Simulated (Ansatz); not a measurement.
`C=CC(C)CC` + `[OH][Sn]([OH])([Cl])[Cl]` → `C[O][Sn]([OH])([Cl])[Cl]` + `C=CC(C)C`  (substitution at a C–C bond)

Calculated with Ansatz (gas phase, PBE0-D4/def2-TZVP geometries, no zero-point term in ΔE). CBS: MP2 limit from def2 TZ/QZ plus the TZ coupled-cluster correction, frozen cores. Functionals use def2-TZVPP. B3LYP here is the variant with VWN-RPA as its local correlation; programs differ in this. Elements past krypton have def2 core potentials. For Sn outer-core shells are correlated without core-valence functions, which leaves a few kJ/mol of doubt a bond. One conformer a species, not always the lowest.

`C=CC(C)CC`:

Cartesian coordinates in Å:
```
C -0.541 -0.097 2.284
C 0.068 -0.537 1.192
C 0.490 0.303 0.029
C 2.004 0.235 -0.149
C -0.224 -0.130 -1.254
C -1.729 0.060 -1.213
H -0.789 0.953 2.407
H -0.812 -0.764 3.093
H 0.298 -1.600 1.107
H 0.209 1.343 0.242
H 2.324 -0.792 -0.352
H 2.525 0.576 0.748
H 2.325 0.855 -0.990
H 0.016 -1.182 -1.450
H 0.198 0.438 -2.091
H -2.193 -0.256 -2.150
H -2.180 -0.516 -0.402
H -1.987 1.110 -1.051
```

`[OH][Sn]([OH])([Cl])[Cl]`:

```xyz
7

O    -0.848    1.342    0.381
Sn    0.034   -0.366    0.127
O     1.735    0.020   -0.701
Cl    0.434   -1.455    2.101
Cl   -1.289   -1.715   -1.186
H    -1.807    1.282    0.387
H     1.741    0.892   -1.109
```

`C[O][Sn]([OH])([Cl])[Cl]`:

Cartesian coordinates in Å:
```
C 0.518 1.518 -0.712
O 0.208 0.739 0.428
Sn -0.353 -1.106 0.268
O -0.679 -1.719 2.070
Cl -2.257 -1.272 -1.009
Cl 1.274 -2.379 -0.736
H 0.799 2.513 -0.359
H -0.340 1.621 -1.385
H 1.361 1.102 -1.275
H -0.531 -1.016 2.711
```

`C=CC(C)C`:

```xyz
15

C    -0.605   -1.897   -0.631
C     0.094   -1.208    0.260
C     0.012    0.264    0.527
C     1.393    0.898    0.369
C    -1.022    0.987   -0.318
H    -0.461   -2.964   -0.752
H    -1.346   -1.430   -1.272
H     0.825   -1.740    0.868
H    -0.274    0.375    1.583
H     2.137    0.397    0.994
H     1.373    1.954    0.651
H     1.729    0.830   -0.670
H    -2.021    0.569   -0.177
H    -0.775    0.920   -1.381
H    -1.059    2.045   -0.052
```

```json
{"level": "PBE-D4", "ΔE (kcal/mol)": "13.1", "difference from CCSD(T)/CBS": "-0.8"}
{"level": "r2SCAN-D4", "ΔE (kcal/mol)": "13.2", "difference from CCSD(T)/CBS": "-0.7"}
{"level": "PBE0-D4", "ΔE (kcal/mol)": "13.7", "difference from CCSD(T)/CBS": "-0.2"}
{"level": "B3LYP-D4", "ΔE (kcal/mol)": "12.2", "difference from CCSD(T)/CBS": "-1.7"}
{"level": "ωB97X-V", "ΔE (kcal/mol)": "12.9", "difference from CCSD(T)/CBS": "-1.0"}
{"level": "ωB97M-V", "ΔE (kcal/mol)": "13.7", "difference from CCSD(T)/CBS": "-0.2"}
{"level": "B2PLYP", "ΔE (kcal/mol)": "12.9", "difference from CCSD(T)/CBS": "-1.0"}
{"level": "r2SCAN", "ΔE (kcal/mol)": "13.1", "difference from CCSD(T)/CBS": "-0.8"}
{"level": "B3LYP", "ΔE (kcal/mol)": "12.0", "difference from CCSD(T)/CBS": "-1.9"}
{"level": "HF/def2-TZVPP", "ΔE (kcal/mol)": "11.7", "difference from CCSD(T)/CBS": "-2.2"}
{"level": "MP2/def2-TZVPP", "ΔE (kcal/mol)": "15.0", "difference from CCSD(T)/CBS": "1.1"}
{"level": "SCS-MP2/def2-TZVPP", "ΔE (kcal/mol)": "13.9", "difference from CCSD(T)/CBS": "0.0"}
{"level": "CCSD/def2-TZVPP", "ΔE (kcal/mol)": "13.6", "difference from CCSD(T)/CBS": "-0.3"}
{"level": "HF/def2-QZVPP", "ΔE (kcal/mol)": "11.6", "difference from CCSD(T)/CBS": "-2.3"}
{"level": "HF/CBS(def2)", "ΔE (kcal/mol)": "11.6", "difference from CCSD(T)/CBS": "-2.3"}
{"level": "MP2/CBS(def2)", "ΔE (kcal/mol)": "15.2", "difference from CCSD(T)/CBS": "1.3"}
{"level": "CCSD(T)/CBS", "ΔE (kcal/mol)": "13.9", "difference from CCSD(T)/CBS": "0"}
```

Largest T1 diagnostic among the species: 0.013.

In def2-TZVPP, CCSD(T) changes the Hartree–Fock value by +2.0 kcal/mol (the triples alone add +0.1 kcal/mol) and MP2 by +3.3 kcal/mol.
